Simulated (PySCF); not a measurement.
C$_{2}$H$_{7}$O, charge +1, singlet, at a GFN2-xTB geometry, with bond 8-3 at 1.3 times its length; B3LYP/6-31G (PySCF).

Input for PySCF:
```python
from pyscf import gto, scf, dft

mol = gto.Mole()
mol.atom = '''
    C    -0.002231    1.216252   -0.237157
    O     0.062536   -0.002934    0.545532
    C     0.018553   -1.212997   -0.252606
    H     0.037133    2.060339    0.449885
    H     0.874227    1.243769   -0.883843
    H    -0.908753    1.263320   -0.841643
    H     0.072429   -2.064957    0.423650
    H    -1.158791   -1.284342   -1.039281
    H     0.895283   -1.217288   -0.899494
    H    -0.681439   -0.013357    1.183507
'''
mol.basis = '6-31g'
mol.charge = 1
mol.spin = 0
mol.verbose = 4
mol.build()

mf = dft.RKS(mol)
mf.xc = 'b3lyp'
mf.DIIS = scf.EDIIS
mf.kernel()
```

**Question.** What does PySCF print? Leave out banner, timings and long lists.

**Answer.** 
```
PySCF version 2.14.0

[INPUT] verbose = 4
[INPUT] num. atoms = 10
[INPUT] num. electrons = 26
[INPUT] charge = 1
[INPUT] spin (= nelec alpha-beta = 2S) = 0
[INPUT] symmetry False subgroup None
[INPUT] Mole.unit = angstrom
[INPUT] Symbol           X                Y                Z      unit          X                Y                Z       unit  Magmom
[...]
nuclear repulsion = 90.1190727320402
number of shells = 29
number of NR pGTOs = 94
number of NR cGTOs = 41
basis = 6-31g
ecp = {}

******** <class 'pyscf.dft.rks.RKS'> ********
method = RKS
initial guess = minao
damping factor = 0
level_shift factor = 0
DIIS = <class 'pyscf.scf.diis.EDIIS'>
diis_start_cycle = 1
diis_space = 8
diis_damp = 0
SCF conv_tol = 1e-09
SCF conv_tol_grad = None
SCF max_cycles = 50
direct_scf = True
direct_scf_tol = 1e-13
XC library pyscf.dft.libxc version 7.1.2
    S. Lehtola, C. Steigemann, M. J. T. Oliveira, and M. A. L. Marques,  SoftwareX 7, 1–5 (2018)
XC functionals = b3lyp
    P. J. Stephens, F. J. Devlin, C. F. Chabalowski, and M. J. Frisch,  J. Phys. Chem. 98, 11623 (1994)
radial grids:
    Treutler-Ahlrichs [JCP 102, 346 (1995); DOI:10.1063/1.469408] (M4) radial grids

becke partition: Becke, JCP 88, 2547 (1988); DOI:10.1063/1.454033
pruning grids: <function nwchem_prune>
grids dens level: 3
symmetrized grids: False
atomic radii adjust function: <function treutler_atomic_radii_adjust>
small_rho_cutoff = 0
Set gradient conv threshold to 3.16228e-05
Initial guess from minao.
tot grids = 110976
init E= -155.642665552154
[...]
cycle= 1 E= -155.236145783445  delta_E= 0.407  |g|= 0.219  |ddm|= 2.45
[...]
cycle= 2 E= -155.242871654764  delta_E= -0.00673  |g|= 0.199  |ddm|= 0.457
[...]
cycle= 3 E= -155.249064424175  delta_E= -0.00619  |g|= 0.0817  |ddm|= 0.158
[...]
cycle= 4 E= -155.24991420957  delta_E= -0.00085  |g|= 0.0473  |ddm|= 0.0387
[...]
cycle= 5 E= -155.249914209756  delta_E= -1.86e-10  |g|= 0.0473  |ddm|= 2.99e-08
[...]
cycle= 6 E= -155.249914209216  delta_E= 5.4e-10  |g|= 0.0473  |ddm|= 2.96e-08
[...]
cycle= 7 E= -155.249914207732  delta_E= 1.48e-09  |g|= 0.0473  |ddm|= 5.14e-08
[...]
cycle= 8 E= -155.249914209582  delta_E= -1.85e-09  |g|= 0.0473  |ddm|= 6.09e-08
[...]
cycle= 9 E= -155.249914209548  delta_E= 3.42e-11  |g|= 0.0473  |ddm|= 1.61e-09
[...]
cycle= 10 E= -155.249916238265  delta_E= -2.03e-06  |g|= 0.0468  |ddm|= 0.00406
[...]
cycle= 11 E= -155.249400915673  delta_E= 0.000515  |g|= 0.0703  |ddm|= 0.0681
[...]
cycle= 12 E= -155.250327558568  delta_E= -0.000927  |g|= 0.0114  |ddm|= 0.0472
[...]
cycle= 13 E= -155.2503275583  delta_E= 2.67e-10  |g|= 0.0114  |ddm|= 3.76e-08
[...]
cycle= 14 E= -155.250327558161  delta_E= 1.4e-10  |g|= 0.0114  |ddm|= 2.01e-08
[...]
cycle= 15 E= -155.250327558338  delta_E= -1.78e-10  |g|= 0.0114  |ddm|= 2.5e-08
[...]
cycle= 16 E= -155.250327558262  delta_E= 7.64e-11  |g|= 0.0114  |ddm|= 1.08e-08
[...]
cycle= 17 E= -155.250327558134  delta_E= 1.28e-10  |g|= 0.0114  |ddm|= 1.8e-08
[...]
cycle= 18 E= -155.250322686463  delta_E= 4.87e-06  |g|= 0.0125  |ddm|= 0.00129
[...]
cycle= 19 E= -155.250220902925  delta_E= 0.000102  |g|= 0.0257  |ddm|= 0.00978
[...]
cycle= 20 E= -155.250286613631  delta_E= -6.57e-05  |g|= 0.0189  |ddm|= 0.0256
[...]
cycle= 21 E= -155.250344865318  delta_E= -5.83e-05  |g|= 0.00478  |ddm|= 0.0107
[...]
cycle= 22 E= -155.250344864089  delta_E= 1.23e-09  |g|= 0.00479  |ddm|= 6.94e-07
[...]
cycle= 23 E= -155.250344866447  delta_E= -2.36e-09  |g|= 0.00478  |ddm|= 1.31e-06
[...]
cycle= 24 E= -155.250344864514  delta_E= 1.93e-09  |g|= 0.00478  |ddm|= 1.12e-06
[...]
cycle= 25 E= -155.250344865095  delta_E= -5.81e-10  |g|= 0.00478  |ddm|= 3.76e-07
[...]
cycle= 26 E= -155.250344865188  delta_E= -9.3e-11  |g|= 0.00478  |ddm|= 5.27e-08
[...]
cycle= 27 E= -155.250344865195  delta_E= -6.57e-12  |g|= 0.00478  |ddm|= 4.08e-09
[...]
cycle= 28 E= -155.250326475113  delta_E= 1.84e-05  |g|= 0.0111  |ddm|= 0.0096
[...]
cycle= 29 E= -155.250345521123  delta_E= -1.9e-05  |g|= 0.0056  |ddm|= 0.00926
[...]
cycle= 30 E= -155.250349753484  delta_E= -4.23e-06  |g|= 0.00272  |ddm|= 0.00258
[...]
cycle= 31 E= -155.25034975305  delta_E= 4.34e-10  |g|= 0.00272  |ddm|= 2.63e-07
[...]
cycle= 32 E= -155.250349753259  delta_E= -2.09e-10  |g|= 0.00272  |ddm|= 2.05e-07
[...]
cycle= 33 E= -155.250349753237  delta_E= 2.15e-11  |g|= 0.00272  |ddm|= 1.52e-07
[...]
cycle= 34 E= -155.250349753628  delta_E= -3.91e-10  |g|= 0.00272  |ddm|= 3.22e-07
[...]
cycle= 35 E= -155.250349756136  delta_E= -2.51e-09  |g|= 0.00271  |ddm|= 2.96e-05
[...]
cycle= 36 E= -155.250347833993  delta_E= 1.92e-06  |g|= 0.00356  |ddm|= 0.00189
[...]
cycle= 37 E= -155.250345595362  delta_E= 2.24e-06  |g|= 0.00542  |ddm|= 0.00532
[...]
cycle= 38 E= -155.250350528872  delta_E= -4.93e-06  |g|= 0.00191  |ddm|= 0.00404
[...]
cycle= 39 E= -155.250350532804  delta_E= -3.93e-09  |g|= 0.0019  |ddm|= 4.45e-06
[...]
cycle= 40 E= -155.250350470245  delta_E= 6.26e-08  |g|= 0.00198  |ddm|= 6.64e-05
[...]
cycle= 41 E= -155.250350416822  delta_E= 5.34e-08  |g|= 0.00205  |ddm|= 5.18e-05
[...]
cycle= 42 E= -155.250350391376  delta_E= 2.54e-08  |g|= 0.00208  |ddm|= 2.2e-05
[...]
cycle= 43 E= -155.250350379895  delta_E= 1.15e-08  |g|= 0.00209  |ddm|= 9.29e-06
[...]
cycle= 44 E= -155.250350376123  delta_E= 3.77e-09  |g|= 0.0021  |ddm|= 5.31e-06
[...]
cycle= 45 E= -155.250350339547  delta_E= 3.66e-08  |g|= 0.00193  |ddm|= 0.00183
[...]
cycle= 46 E= -155.25034998441  delta_E= 3.55e-07  |g|= 0.0026  |ddm|= 0.00257
[...]
cycle= 47 E= -155.250351204795  delta_E= -1.22e-06  |g|= 0.000263  |ddm|= 0.00165
[...]
cycle= 48 E= -155.250351205572  delta_E= -7.77e-10  |g|= 0.000254  |ddm|= 8.47e-06
[...]
cycle= 49 E= -155.250351205935  delta_E= -3.62e-10  |g|= 0.000249  |ddm|= 1.25e-05
[...]
cycle= 50 E= -155.250351206098  delta_E= -1.63e-10  |g|= 0.000246  |ddm|= 5.73e-06
SCF not converged.
SCF energy = -155.250351206098
```

Convergence was not reached.
